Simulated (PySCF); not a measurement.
Magnetic shielding above rings: a mixed set.

Probes without a nucleus sit at each ring's centroid and 1 Å off its mean plane on both sides; NICS is minus the shielding there, NICSzz its component along the normal. Level: GIAO PBE0/pcSseg-1 (PySCF, non-relativistic, gas phase) on the GFN2-xTB geometries, one conformer each. Atom numbers follow the mapped SMILES.

Question: Order these rings by mean NICS(1)zz, lowest (most negative) first (ppm).
A. ring C5–C6–C7–C8–S9 in `[CH2:1]=[CH:2][C@@H:3]([SiH3:4])[c:5]1[cH:6][cH:7][cH:8][s:9]1`
B. ring C3–C4–Si5–C6–C7–C8 in `[CH:1]#[C:2][C@@H:3]1[CH2:4][SiH2:5][CH2:6][CH2:7][C@H:8]1[Cl:9]`
C. ring C3–S4–Si5–C6 in `[CH:1]#[C:2][C@@H:3]1[S:4][SiH2:5][C:6]12[CH2:7][CH2:8][CH2:9]2`
D. ring C5–C6–C7–C8–C9 in `[CH3:1][C:2]([S:3][SiH3:4])=[C:5]1[CH:6]=[CH:7][CH:8]=[CH:9]1`
E. ring Si2–C3–N4–Si5–N8 in `[OH:1][Si@@H:2]1[CH2:3][NH:4][Si@H:5]([CH2:6][SiH3:7])[NH:8]1`

Answer: A (-24.5), D (-4.6), E (-0.9), B (1.8), C (7.8).

```json
{"SMILES": "C=C[C@@H]([SiH3])c1cccs1", "ring": "5-membered ring with S; formal bonds all aromatic", "NICS(0)": "-11.8", "NICS(1)": "-10.5", "NICS(1)zz": "-24.5", "HOMA": "0.76", "rms pucker (Å)": "0.00", "ring atoms with four or more neighbours": "0"}
{"SMILES": "CC(S[SiH3])=C1C=CC=C1", "ring": "5-membered carbocycle; formal bonds 2 double, 3 single", "NICS(0)": "-0.2", "NICS(1)": "-3.8", "NICS(1)zz": "-4.6", "HOMA": "0.22", "rms pucker (Å)": "0.01", "ring atoms with four or more neighbours": "0"}
{"SMILES": "O[Si@@H]1CN[Si@H](C[SiH3])N1", "ring": "5-membered ring with 2 N and 2 Si; formal bonds all single", "NICS(0)": "-5.7", "NICS(1)": "-2.6", "NICS(1)zz": "-0.9", "HOMA": "–", "rms pucker (Å)": "0.11", "ring atoms with four or more neighbours": "3"}
{"SMILES": "C#C[C@@H]1C[SiH2]CC[C@H]1Cl", "ring": "6-membered ring with Si; formal bonds all single", "NICS(0)": "-2.3", "NICS(1)": "-2.6", "NICS(1)zz": "1.8", "HOMA": "–", "rms pucker (Å)": "0.24", "ring atoms with four or more neighbours": "6"}
{"SMILES": "C#C[C@@H]1S[SiH2]C12CCC2", "ring": "4-membered ring with S and Si; formal bonds all single", "NICS(0)": "-2.5", "NICS(1)": "-0.9", "NICS(1)zz": "7.8", "HOMA": "–", "rms pucker (Å)": "0.04", "ring atoms with four or more neighbours": "3"}
```

NICS(0) gives another order. The isotropic NICS(1) ties some rings at the printed digit and otherwise keeps the order. HOMA uses Krygowski's 1993 parameters; it is left out where a ring has a four-coordinate atom, a triple bond, no multiple bond or a kind of bond without parameters. NICS(1) and NICS(1)zz are means over the two faces.
